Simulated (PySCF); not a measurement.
Compound: C4H6FOSi (doublet state).
Z-matrix (Å and degrees, GFN2-xTB geometry), rows numbered from 1:
```
O 
C   1  1.2150
C   2  1.4268  1  135.99
C   3  1.4697  2   93.57  1  -177.71
Si  4  1.9229  3  112.78  2   112.65
F   5  1.6075  4  105.85  3    71.22
C   2  1.5359  1  133.12  3   178.22
H   3  1.0748  2  134.29  1     4.16
H   4  1.0933  3  115.72  2  -122.60
H   5  1.4541  4  109.90  3  -175.02
H   5  1.4504  4  111.92  3   -43.95
H   7  1.0878  2  113.16  1   -66.74
H   7  1.0880  2  115.46  1    60.07
```

The hyperfine couplings belong to this conformer and change with its torsions.

The species is `O=C1[CH][C@H]([SiH2]F)C1` [radical].

Computed with PySCF, UKS B3LYP, pcH-1 on C F H O Si, non-relativistic, mean-field spin-orbit, GIAO. Isolated species at its GFN2-xTB geometry (one conformer only). A GFN2-xTB geometry isn't a minimum of the functional, and hyperfine couplings can be far from their values at a DFT geometry. No stability test was run, so a lower SCF solution isn't excluded.

The largest Mulliken spin populations are on C3 (+0.76), O1 (+0.29) and C2 (-0.09). The angles at C3 add up to 360.0°, so it is planar; its axial dipolar tensor and the negative coupling of its proton fit spin in a p orbital normal to that plane.

(1) Find Q in a(H) = Q·ρ(C) for the protons on the planar carbons that carry spin.

Answers

(1) 
```
 H   C    ρ(C)  a(H) (G)  a/ρ (G)
H8  C3  +0.760    -16.72    -22.0
```

One proton gives one ratio, Q = -22.0 G, and no test of linearity. In every row coupling and population have opposite signs.

Couplings in gauss use g_iso = 2.0046.
